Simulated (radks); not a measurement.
All-electron atom: a nucleus of charge 49.5 with 47 electrons in [Kr] 4d10 5s1. All-electron calculation, Dirac Kohn-Sham, PBE, spin-unpolarised, spherical densities, point nucleus. Program: a radial shooting solver on a logarithmic mesh with Libxc functionals.

Spin-orbit splittings of the eigenvalues, e(l+1/2) - e(l-1/2), with zeta = 2 splitting/(2l+1) and mean radii in bohr:

shell  occ.  splitting (eV)  zeta (eV)  <r> j=l-1/2  <r> j=l+1/2
2p        6           220.6      147.1       0.1071       0.1124
3p        6           40.07      26.71       0.3346       0.3457
3d       10           8.239      3.296       0.3173       0.3209
4p        6           7.099      4.733       0.8826       0.9124
4d       10               ?          ?        1.113        1.127

Estimate the 4d splitting.

Answer. 0.9651 eV (zeta = 0.3860 eV).
